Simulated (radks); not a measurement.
Ionisation of the titanium ion Ti2+, [Ar] 3d2, to [Ar] 3d1 as the strength of local exchange is varied. Calculated with a radial shooting solver on a logarithmic mesh with Libxc functionals: non-relativistic Kohn-Sham, Slater X-alpha exchange (alpha = 2/3 is LDA exchange), no correlation, spin-polarised, spherical densities, point nucleus; open shells are filled with parallel spins first.

| alpha | E(Ti2+) (hartree) | exchange (hartree) | IE (eV) | -e of the level emptied (eV) | <r> of it (bohr) |
|---|---|---|---|---|---|
| 0.642 | -843.43027 | -36.31920 | 26.073 | 19.071 (3d) | 1.450 |
| 0.667 | -844.84564 | -37.79047 | 26.564 | 19.503 (3d) | 1.435 |
| 0.748 | -849.44607 | -42.58625 | 28.197 | 20.952 (3d) | 1.388 |
| 0.779 | -851.21264 | -44.43329 | 28.838 | 21.525 (3d) | 1.372 |
| x | -859.51893 | -53.15774 | 31.955 | 24.342 (3d) | 1.301 |

Which alpha was used in the last row?

Answer. alpha = 0.924. NIST Atomic Spectra Database: 27.492 eV (measured). The Delta-SCF value meets it near alpha = 0.71. Open shells are spherical and high-spin; term and fine-structure splittings are not resolved.
